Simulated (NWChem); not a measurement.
diselenium (Se2, triplet); SMILES [Se]=[Se]

```xyz
2

Se     0.0000     0.0000     1.0839
Se     0.0000     0.0000    -1.0839
```
Atoms are numbered in this order, from 1.

Program: NWChem. Spin-unrestricted. Geometry: optimised at PBE0/def2-SVP, spin-unrestricted. No stability test was run on the SCF state.

Task: Predict the results for PBE0/aug-cc-pVDZ. Quantities: highest occupied level (eV); lowest empty minus highest occupied level, either spin (eV); <S²>.

Result: The highest occupied level (eV) is -6.87, the lowest empty minus highest occupied level, either spin (eV) is 3.08 and the <S²> is 2.01.
